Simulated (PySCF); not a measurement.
A run that did not reach its result, on `CCOCCC#CC` (driver script around PySCF, density fitting, GFN2-xTB geometry as the base; each input is a line of settings and coordinates in Å).

Command:
```bash
OMP_NUM_THREADS=1 python probes_run.py task.json out
```
Input:
```
{"job": {"kind": "nmr", "xc": "HSE06", "basis": "cc-pCVDZ", "pop": true, "scf": {"max_cycle": 3, "level_shift": 0.9}}, "charge": 0, "multiplicity": 1}
C      4.295930     0.793755    -0.124895
C      3.001567     0.253096    -0.482489
C      1.937504    -0.200419    -0.795631
C      0.643793    -0.739886    -1.164357
C     -0.440947    -0.326632    -0.166942
O     -1.672243    -0.831845    -0.636370
C     -2.739591    -0.747717     0.277449
C     -3.230181     0.675614     0.539456
H      4.405786     1.799672    -0.529410
H      5.086984     0.162899    -0.529446
H      4.398409     0.836000     0.959121
H      0.360899    -0.376511    -2.155679
H      0.695426    -1.830920    -1.205305
H     -0.215607    -0.735736     0.830928
H     -0.468309     0.770000    -0.087245
H     -3.540560    -1.334090    -0.181470
H     -2.456295    -1.224017     1.229864
H     -2.492202     1.248657     1.095657
H     -4.148788     0.640993     1.118592
H     -3.426725     1.177766    -0.404562
```

Output:
```
KeyError: 'Element h (Z=1) not found in basis cc-pCVDZ version 0'
```

What went wrong, and what mends it?

The basis cc-pCVDZ in the Basis Set Exchange has no functions for hydrogen, so the input was refused before any integral. Choose a basis that covers all elements. The run gave no result.

The values belong to the conformer `[CH3:1][C:2]#[C:3][CH2:4][CH2:5][O:6][CH2:7][CH3:8]`: C3–C4–C5–O6 177°, C4–C5–O6–C7 169°, C5–O6–C7–C8 70°.
